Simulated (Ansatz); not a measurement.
Consider the cleavage of the Si–Si bond: `[SiH3][SiH](Br)Br` + `B[Si](O)(F)Cl` → `B[Si](F)(Cl)O[SiH3]` + `Br[SiH2]Br`.

Computed with Ansatz on PBE0-D4/def2-TZVP structures; ΔE is electronic, products minus reactants. CBS: MP2 limit from def2 TZ/QZ plus the TZ coupled-cluster correction, frozen cores. For Br outer-core shells are correlated without core-valence functions, which leaves a few kJ/mol of doubt a bond. Scalar relativity is left out up to krypton. Each species was taken in one conformer, which may not be the lowest.

`[SiH3][SiH](Br)Br`:

Cartesian coordinates in Å:
```
Si -0.161 0.489 -1.139
Si 0.115 -0.590 0.913
Br -1.440 0.140 2.320
Br 2.134 -0.115 1.706
H -1.514 0.188 -1.673
H -0.011 1.948 -0.914
H 0.876 0.008 -2.089
H 0.003 -2.066 0.875
```

`B[Si](O)(F)Cl`:

Z-matrix (Å, degrees):
```
Si
O 1 1.624
F 1 1.594 2 108.7
B 1 1.994 2 112.3 3 128.0
Cl 1 2.059 2 111.3 3 -115.6
H 2 0.960 1 119.5 3 51.1
H 4 1.193 1 120.7 2 -150.9
H 4 1.193 1 120.1 2 33.8
```

`B[Si](F)(Cl)O[SiH3]`:

```xyz
11

B    -1.600    0.857   -1.743
Si    0.135    0.303   -0.929
F     1.333    1.308   -1.227
Cl    0.593   -1.452   -1.899
O     0.084    0.057    0.662
Si    0.780   -0.617    1.993
H    -2.624    0.423   -1.312
H    -1.631    1.555   -2.710
H     1.068    0.463    2.966
H    -0.176   -1.585    2.583
H     2.037   -1.311    1.617
```

`Br[SiH2]Br`:

```xyz
5

Br    0.298   -1.910   -0.853
Si   -0.129    0.102   -0.055
Br    1.307    0.635    1.533
H    -1.485    0.094    0.528
H     0.009    1.078   -1.154
```

```tsv
species	CCSD(T)/CBS(def2) energy (Eh)
`[SiH3][SiH](Br)Br`	-5727.28842
`B[Si](O)(F)Cl`	-950.56525
`B[Si](F)(Cl)O[SiH3]`	-1240.88456
`Br[SiH2]Br`	-5437.00625
```

Task: Work out ΔE.

Result: ΔE = (-1240.88456) + (-5437.00625) − (-5727.28842) − (-950.56525) = -0.03714 Eh = -23.3 kcal/mol.

Largest T1 diagnostic among the species: 0.011.

From PBE to PBE0 (25 % exact exchange), in def2-TZVPP and without D4, ΔE moves by −2.2 kcal/mol. In def2-TZVPP, CCSD(T) changes the Hartree–Fock value by +6.8 kcal/mol (the triples alone add +1.0 kcal/mol) and MP2 by +5.6 kcal/mol.
